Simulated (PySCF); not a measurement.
Question: Give a PBE0-D3(BJ)/def2-SVP geometry of `CCCS(=O)(=O)O` (1-propanesulfonic acid).

Answer: 
```
atom  x, y, z in Å
C1    -1.8428    0.4129   -0.1974
C2    -0.9419   -0.7986   -0.0154
C3     0.5022   -0.6037   -0.4556
S4     1.3693    0.5824    0.5606
O5     0.9361    1.9244    0.2360
O6     1.3959    0.1055    1.9360
O7     2.8800    0.4062   -0.0241
H8    -1.8467    0.7538   -1.2446
H9    -1.5151    1.2609    0.4198
H10   -2.8777    0.1658    0.0803
H11   -1.3321   -1.6496   -0.5976
H12   -0.9400   -1.1237    1.0379
H13    0.5929   -0.2322   -1.4878
H14    1.0842   -1.5312   -0.3576
H15    3.4175    0.0596    0.7050
```

Orientation and origin are arbitrary. Atoms count from 1 in this order. Of the pairs four or more bonds apart, O5···H9 is among the closest relative to their van der Waals radii: 2.55 Å, 94 % of the sum of Bondi's values. The 3 O–S bonds span 1.447 Å (S4=O5, drawn double) to 1.629 Å (S4–O7, drawn single), a spread of 0.182 Å. O7 (hydroxyl oxygen) is bent (angle 106.4°). S4 (sulfonyl sulfur) is distorted tetrahedral (angles from 100.0° to 121.4°).

Bonds between heavy atoms (Å): C1–C2 1.521, C2–C3 1.522, C3–S4 1.786, S4=O5 1.447, S4=O6 1.456, S4–O7 1.629.

Method used: PySCF, PBE0-D3(BJ)/def2-SVP geometry optimisation, gas phase.

Point group: C1 (no symmetry element, even within 0.4 Å). No frequency check. The numbers are those of one conformer (C1–C2–C3–S4 66°, C2–C3–S4–O5 -75°, C3–S4–O7–H -116°).

Time: 39 s; peak memory 0.77 GiB. Hardware: an AMD EPYC 9R45 with one thread, on a shared host. This is the geometry optimisation.
